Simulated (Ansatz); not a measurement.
F3H3OSi2, SMILES `F[Si](F)(F)O[SiH3]`, relaxed with RKS PBE0-D4/def2-TZVP in the Gaussian-basis code of Ansatz from a PBE-D4/def2-SVP geometry. The force threshold is 0.005 eV/Å; the program also tests the step.

Total charge 0; spin multiplicity 1.

Start:

```xyz
9

F     1.747    2.183   -0.526
Si    1.243    0.662   -0.665
F     0.951    0.367   -2.222
F     2.441   -0.311   -0.201
O    -0.086    0.440    0.241
Si   -1.309   -0.615    0.733
H    -0.702   -1.794    1.438
H    -2.084   -1.075   -0.468
H    -2.201    0.144    1.668
```

How much energy does the relaxation release, and in how many steps? (Best estimate.)

The calculation gave: 15.36 kJ/mol, in 7 steps.

Which bonds change most? (Best estimate.)

The calculation gave: O5–Si6 from 1.688 to 1.646 Å; Si2–F4 from 1.611 to 1.570 Å; Si2–F3 from 1.612 to 1.570 Å; F1–Si2 from 1.608 to 1.568 Å.

Give the relaxed structure. (Best estimate.)

Ansatz gave: 
```xyz
9

F     1.648    2.144   -0.463
Si    1.240    0.644   -0.669
F     1.004    0.409   -2.204
F     2.448   -0.256   -0.227
O    -0.063    0.314    0.171
Si   -1.301   -0.617    0.726
H    -0.743   -1.781    1.454
H    -2.115   -1.076   -0.424
H    -2.117    0.219    1.636
```
